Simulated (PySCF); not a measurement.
Stepwise substitution at one centre (Si Br-OCH3). Gas-phase values, no solvent. One relaxed conformer stands for each flexible species; it need not be the lowest. Strings in code marks are SMILES.

Quantity: redistribution energy (mixed species minus the weighted end members), in kJ/mol.

A: 3 of 4 Br replaced by OCH3: `CO[Si](Br)(OC)OC`
B: 2 of 4 Br replaced by OCH3: `Br[Si](OC)(Br)OC` (C–O–Si–Br torsion -59°, Br–Si–O–C torsion -57°)
C: 1 of 4 Br replaced by OCH3: `Br[Si](Br)(Br)OC` (C–O–Si–Br torsion 60°)

Question: Put the candidates in order of redistribution energy (mixed species minus the weighted end members), lowest first, for PBE-D3(BJ)/def2-TZVP // B3LYP-D3(BJ)/def2-SVP (PySCF).

Answer: A (-12.81 kJ/mol), B (-10.11 kJ/mol), C (-5.91 kJ/mol)
